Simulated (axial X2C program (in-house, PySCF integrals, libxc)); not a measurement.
**YF⁺: from the spin-free to the two-component result**

All values were computed with an in-house all-electron X2C program for linear molecules (integrals from PySCF). Spin-free means the one-electron spin-free X2C Hamiltonian; two-component (2c) means X2C with spin–orbit coupling and atomic mean-field two-electron Coulomb and Gaunt terms, so the difference of the two also holds small scalar two-electron terms. Basis: Y dyall-cv3z [11s12p9d6f3g], F dyall-av3z [7s6p3d2f] (cores contracted in-house); Gaussian nuclei, density fitting, unrestricted open shells. Masses: Y 88.906 u, F 18.998 u.

Spin-free state: M_S = 1/2, Λ = 0 (beyond evenly filled blocks: σα); fragments Y+ + F.

```csv
level,Re (Å),ωe (cm⁻¹),μ (D)
PBE0,1.869,710.2,-4.75
HF,1.889,704.5,-5.12
MP2,1.904,683.2,n/a
CCSD,1.901,688.6,n/a
CCSD(T),1.904,683.9,n/a
PBE50,1.861,723.6,-4.94
```

Correlated methods: 9 electrons correlated (number of frozen shells: Y 4 s, 3 p, 1 d; F 1 s), 309 virtual spin orbitals or spinors in MP2, 89 natural virtuals in coupled cluster.

Dipoles are positive if F is the positive end and refer to the centre of mass.

Two-component determinant lowest at the distance of the search:

Ω = 1/2 (⟨Sz⟩ = 0.50, ⟨Lz⟩ = 0.00 at HF); fragments Y+ + F.

```csv
level,Re (Å),ωe (cm⁻¹),μ (D)
PBE0,1.869,710.1,-4.75
HF,1.889,704.4,-5.13
MP2,1.904,683.1,n/a
CCSD,1.901,688.5,n/a
CCSD(T),1.904,683.8,n/a
PBE50,1.861,723.5,-4.93
```

Q: From the two tables, how do the constants change at the CCSD(T) level (2c against spin-free)?

A: At the CCSD(T) level Re is unchanged within 0.001 Å and ωe is unchanged to within 0.2 cm⁻¹.

The state is one determinant whose occupation by symmetry is held fixed; it was picked as the lowest of a PBE0 search that is not exhaustive. De is not given where an atomic determinant may have missed its ground term or J level, or where the truncated virtual space spoils (T). Density functionals use the spin component along the axis (collinear). CCSD and (T) use frozen natural virtuals with an MP2 correction for the truncation; (T) itself is uncorrected, so its De runs slightly low. Without a current term, density functionals place determinants with orbital angular momentum somewhat too high. The outer-core s and p shells of the metal are frozen in the correlated rows, which leaves out core–valence correlation; for alkali and alkaline-earth bonds that tends to lengthen them. With the outer-core shells frozen, correlated bond lengths of heavy atoms tend to come out a few hundredths of an ångström too long.
